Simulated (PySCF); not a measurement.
## Correlation energy of Au⁺ (gold, charge +1)

[Xe] 4f14 5d10, closed-shell 1S. All numbers are calculated (PySCF 2.14, a scalar-relativistic core potential, in def2-TZVP with the def2 core potential (60 electrons) (6s4p3d1f, 40 functions)). Frozen: 5s2 5p6; 10 electrons correlated.

Total MP2 correlation energy: -235.22 mhartree.

Same-spin part -81.93 and opposite-spin part -153.28 mhartree; SCS-MP2 scales them by 1/3 and 6/5 to -211.25 mhartree.

| level | correlation energy (mhartree) |
| --- | --- |
| CCSD | -226.85 |
| (T) | -3.53 |
| CCSD(T) | -230.38 |

Diagnostics: T1 = 0.0054, D1 = 0.0077, largest double amplitude 0.024.

Is a single reference adequate?

Yes, within this model without spin-orbit coupling: T1 lies below 0.03 and no double amplitude reaches 0.07.
